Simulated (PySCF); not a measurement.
## How ionic is MPb along the alkali metals?

r²SCAN in PySCF with def2-SVP on every atom (core potentials on Rb, Cs, Pb), for the lowest determinant that a PBE0 search found; no spin–orbit coupling. A negative dipole means M(+)Pb(−).

| M | state (unpaired electrons) | Re (Å) | μ (D) |
| --- | --- | --- | --- |
| Na | quartet (σ ↑, π ↑↑) | 2.961 | -6.85 |
| K | quartet (σ ↑, π ↑↑) | 3.330 | -9.65 |
| Rb | quartet (σ ↑, π ↑↑) | 3.498 | -10.55 |
| Cs | quartet (σ ↑, π ↑↑) | 3.642 | -10.81 |

Give the ionic character |μ|/(e·Re) of each, with 1 e·Å = 4.803 D, and the positive end.

NaPb 48 % (Na positive), KPb 60 % (K positive), RbPb 63 % (Rb positive), CsPb 62 % (Cs positive). Lone pairs and polarisation enter μ too, so this number is only a rough measure of charge transfer.

These are scalar-relativistic numbers at best; spin–orbit coupling would shift them, the dissociation energy most. States were picked by a PBE0 search and need not be the measured ground states.
